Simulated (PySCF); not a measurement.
CaO2, SMILES [O]1[O][Ca]1. Geometry: PBE-D3(BJ)/def2-TZVP.

Computed equilibrium geometry at PBE-D3(BJ)/def2-TZVP (PySCF confirms it by a frequency run) as a Z-matrix, and its point group:
point group C2v.
```
O
O 1 1.5191
Ca 1 1.9826 2 67.47
```
Charge 0, spin multiplicity 1.
